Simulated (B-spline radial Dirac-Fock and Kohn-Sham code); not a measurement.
**Photoemission from Tc³⁺ at 7360 eV, detector at θ = 90°, φ = 0°**

System: the Tc³⁺ ion, [Kr] 4d4. Method: Dirac-Hartree-Slater photoionisation with a Latter tail; cross sections with all multipoles, angular parameters from the dipole term and its interference with E2. Computed with a radial B-spline solver. Thresholds are orbital energies of the model. For linearly polarised light dσ/dΩ = σ/(4π) [1 + β P₂(cos θ) + (δ + γ cos²θ) sin θ cos φ], with θ from the polarisation vector and φ the angle between the beam and the projection of the electron momentum on the plane normal to the polarisation. The dipole factor is 1 + βP₂ and the non-dipole term is the rest of the bracket. Open shells are filled statistically over j.

| subshell | threshold (eV) | σ (kb) | β | γ | δ | dipole factor | non-dipole term | dσ/dΩ (kb/sr) |
| --- | --- | --- | --- | --- | --- | --- | --- | --- |
| 2s | 3059.5 | 8.68 | 2.00 | 0.12 | 0.000 | 0.002 | 0.000 | ≈ 0 |
| 2p1/2 | 2835.0 | 6.95 | 1.35 | 1.04 | 0.072 | 0.323 | +0.072 | 0.218 |
| 2p3/2 | 2714.4 | 12.3 | 1.39 | 1.10 | 0.072 | 0.303 | +0.072 | 0.366 |
| 3s | 570.2 | 1.62 | 2.00 | 0.39 | 0.000 | 0.002 | 0.000 | ≈ 0 |
| 3p1/2 | 482.1 | 1.02 | 1.29 | 1.17 | 0.067 | 0.356 | +0.067 | 0.0344 |
| 3p3/2 | 461.6 | 1.82 | 1.32 | 1.22 | 0.066 | 0.338 | +0.066 | 0.0584 |
| 3d3/2 | 303.7 | 0.239 | 0.72 | 1.30 | 0.285 | 0.641 | +0.285 | 0.0176 |
| 3d5/2 | 299.7 | 0.335 | 0.69 | 1.28 | 0.294 | 0.654 | +0.294 | 0.0253 |
| 4s | 111.3 | 0.295 | 2.00 | 0.44 | 0.000 | 0.002 | 0.000 | ≈ 0 |
| 4p1/2 | 84.67 | 0.159 | 1.27 | 1.19 | 0.067 | 0.363 | +0.067 | 0.00542 |
| 4p3/2 | 81.44 | 0.281 | 1.31 | 1.23 | 0.066 | 0.345 | +0.066 | 0.00920 |
| 4d3/2 | 40.95 | 0.0102 | 0.70 | 1.29 | 0.284 | 0.649 | +0.284 | 0.000754 |
| 4d5/2 | 40.56 | 0.0142 | 0.68 | 1.27 | 0.293 | 0.662 | +0.293 | 0.00108 |
